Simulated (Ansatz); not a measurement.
Job for Ansatz (a program for electronic structure): U-CCSD(T)/def2-TZVPP on MgB, 2S+1 = 2, a spin state set in the input, which need not be the lowest, a point of a bond scan (R = 2.377 Å).

Ansatz 0.2 input:
```yaml
crystal:
  periodic: [false, false, false]
  atoms:
    - {symbol: B, position_ang: [0.00000000, 0.00000000, 0.00000000]}
    - {symbol: Mg, position_ang: [0.00000000, 0.00000000, 2.37725800]}
basis:
  gaussian:
    orbitals: def2-TZVPP
magnetization: {spin_polarized: true, initial_magnetization: 1}
correlation: {method: ccsd_t, electrons: valence}
output: {orbitals: {seedname: ./end}}
```

Give the final energy of this run.

-224.4208 hartree (reference determinant -224.1526, T1 diagnostic 0.062). Its determinant has ⟨S²⟩ = 1.56, a mixture of spin states.

How many basis functions does it have, and what does it roughly cost on one machine?

63 functions; roughly 40 core-seconds.
